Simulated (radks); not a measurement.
These are the eigenvalues of the occupied orbitals of an atom or ion with whole-number occupations (eV). Calculated with a radial shooting solver on a logarithmic mesh with Libxc functionals: Dirac Kohn-Sham, PBE, spin-unpolarised, spherical densities, finite nucleus; Fermi nuclear charge, rms radius of each element as measured or else 0.836 A^(1/3) + 0.57 fm.

| orbital | eigenvalue |
|---|---|
| 1s1/2 | -19855.45 |
| 2s1/2 | -2841.625 |
| 2p1/2 | -2617.583 |
| 2p3/2 | -2511.041 |
| 3s1/2 | -519.5463 |
| 3p1/2 | -434.3288 |
| 3p3/2 | -416.7647 |
| 3d3/2 | -266.2403 |
| 3d5/2 | -262.9108 |
| 4s1/2 | -105.1963 |
| 4p1/2 | -80.2397 |
| 4p3/2 | -77.5234 |
| 4d3/2 | -39.9001 |
| 5s1/2 | -30.2277 |

Which element is it, and in what charge state? The configuration may be excited. Open shells, if any, fill j = l - 1/2 first.

Answer. Z = 42, molybdenum, charge +3: Mo3+ in [Kr] 4d1 5s2. The list shows which subshells hold electrons but not how many an open one holds; the 1s level, -729.67 hartree, gives Z - s = 38.2 by -(Z - s)^2/2, which with screening and relativity narrows Z to a few neighbours, and the depths of the outer levels then fix element, charge and occupations together.
